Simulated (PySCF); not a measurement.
C₄HCl₂F, SMILES C#CC(F)=C(Cl)Cl.

The structure is a stationary point at PBE0-D3(BJ)/def2-SVP. The structure was generated by enumeration, and PubChem lists no compound with its InChIKey, so it may never have been made.

All values below come from PBE/def2-TZVP run with PySCF.

Symmetry labels are those of the subgroup Cs that the program uses (full group Cs).

Computed valence orbital energies around the gap with their symmetry:
```
orbital  symmetry  energy (eV)
-------  --------  -----------
HOMO−7         A"       -10.13
HOMO−6         A'       -10.00
HOMO−5         A'        -8.64
HOMO−4         A"        -8.39
HOMO−3         A'        -8.12
HOMO−2         A"        -8.10
HOMO−1         A'        -7.45
HOMO           A"        -5.97
LUMO           A"        -2.40
LUMO+1         A'        -1.54
LUMO+2         A'        -1.00
LUMO+3         A'         0.24
```
